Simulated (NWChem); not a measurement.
CH4O2Si; SMILES C1O[SiH2]O1

```xyz
8

C      0.0000     0.0000    -1.2498
O      0.0000     1.1143    -0.3358
Si     0.0000     0.0000     0.9306
O      0.0000    -1.1143    -0.3358
H     -0.9040     0.0000    -1.8694
H      0.9040     0.0000    -1.8694
H      1.2110     0.0000     1.7911
H     -1.2110     0.0000     1.7911
```
Atoms are numbered in this order, from 1.

Program: NWChem. Geometry: optimised at B3LYP/6-31G* (spherical d). B3LYP is NWChem's, with the RPA form of VWN correlation. Total energies of different functionals are on different scales.

```tsv
level	energy (Ha)	highest occupied level (eV)	orbital gap (eV)	dipole (D)	relative time
PBE/def2-TZVP	-480.2166	-6.50	4.95	0.35	1
B3LYP/def2-TZVP	-480.6026	-7.81	6.94	0.40	1
BLYP/def2-TZVP	-480.5338	-6.44	5.01	0.36	1
Hartree-Fock/def2-TZVP	-478.9915	-11.81	14.40	0.49	1
PW6B95/def2-TZVP	-481.0568	-8.18	7.55	0.39	1
CAM-B3LYP/def2-TZVP	-480.5199	-9.46	9.85	0.42	6
```

The last column is a rough cost ratio, cheapest run = 1.
